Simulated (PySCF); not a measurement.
Potential energy curve for SiC, triplet.

Computed with: UHF/cc-pVTZ (PySCF); UKS-r2SCAN = PySCF 2.14.0 with unrestricted r2SCAN/cc-pVTZ; ROHF/cc-pVTZ (PySCF); UCCSD(T) = PySCF with CCSD(T) on UHF/cc-pVTZ, 6 core orbitals frozen.

Energies relative to the lowest point of each curve near equilibrium, in kcal/mol:

| R / Å | UHF | UKS-r2SCAN | ROHF |
|---|---|---|---|
| 1.27 | 162.2 | 160.2 | 152.1 |
| 1.77 | 0.0 | 0.7 | 2.7 |
| 1.82 | 0.7 | 2.7 | 6.4 |
| 1.89 | 3.0 | 7.0 | 13.1 |
| 1.98 | 7.8 | 14.0 | 23.2 |
| 2.12 | 17.4 | 26.1 | 39.3 |
| 2.56 | 47.4 | 60.1 | 73.6 |
| 3.04 | 62.1 | 84.5 | 84.4 |
| 3.43 | 65.3 | 96.7 | 86.7 |
| 3.74 | 66.2 | 101.8 | 87.5 |
| 4.58 | 67.1 | 107.3 | 88.4 |
| 5.09 | 67.2 | 108.5 | 88.5 |

### Question
What does UCCSD(T) give at the same points?

### Answer
1.27: 164.5; 1.77: 0.4; 1.82: 2.2; 1.89: 6.4; 1.98: 13.7; 2.12: 26.7; 2.56: 64.1; 3.04: 88.4; 3.43: 95.7; 3.74: 97.9; 4.58: 99.6; 5.09: 99.9 (kcal/mol).

The unrestricted determinant behind UHF, UCCSD(T) is spin-contaminated at 1.45 to 6.91 Å (<S²> up to 3.1, against 2.00 for a pure triplet). The unrestricted determinant behind UKS-r2SCAN is spin-contaminated at 1.82 to 6.91 Å (<S²> up to 3.0, against 2.00 for a pure triplet).
